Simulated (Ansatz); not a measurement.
Cartesian coordinates in Å:
```
Cl -0.2272 2.1769 0.9214
Ga 1.0206 1.9397 -0.9630
C -0.2092 -1.0341 0.0249
O 0.4755 -0.5617 -0.8462
H -0.6380 -0.4035 0.8212
H -0.4216 -2.1173 0.0417
```

Charge 0, multiplicity 1. The bonds changed during the relaxation, so this is another structure than the one it started from.

(1) List the PBE/def2-TZVPP orbital energies in eV (the Gaussian-basis code of Ansatz). (Estimate.)

## Answers

(1) The calculation gave: Occupied: -10093.53, -2737.74, -1233.37, -1093.05, -1093.04, -1092.99, -511.72, -272.15, -248.30, -188.92, -188.86, -188.86, -143.08, -97.57, -97.55, -97.42, -27.56, -19.81, -19.59, -19.59, -19.50, -19.47, -18.60, -16.27, -12.93, -12.05, -10.91, -9.51, -7.15, -7.03, -6.99, -5.86. Lowest empty: -3.30, -1.91, -1.17, 0.23, 0.98, 2.29, 2.87, 3.91.
